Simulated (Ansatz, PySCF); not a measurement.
This triplet lies 0.38 eV below the relaxed singlet at the level frozen-core CCSD(T)/aug-cc-pVDZ // PBE0-D3(BJ)/def2-TZVPD (Ansatz, a program for electronic structure).

# H₆BSi₂, SMILES `[SiH3][B-][SiH3]` (lower triplet) (charge -1, multiplicity 3)

Calculation: PBE0-D3(BJ)/def2-TZVPD (PySCF).

The highest occupied spin orbital is -0.17 eV. The total energy is -607.1297 Ha and the cost comes out as roughly 2.1 core-minutes.

Bonded distances (Å): Si1–B2 1.917, Si1–H4 1.515, Si1–H5 1.515, Si1–H6 1.515, B2–Si3 1.917, Si3–H7 1.515, Si3–H8 1.515, Si3–H9 1.515. Angles (°): B2–Si1–H4 116.5, B2–Si1–H5 116.4, B2–Si1–H6 116.5, H4–Si1–H5 101.7, H4–Si1–H6 101.7, H5–Si1–H6 101.7, Si1–B2–Si3 179.9, B2–Si3–H7 116.4, B2–Si3–H8 116.5, B2–Si3–H9 116.5, H7–Si3–H8 101.7, H7–Si3–H9 101.7, H8–Si3–H9 101.7.
Charge -1, spin multiplicity 3.
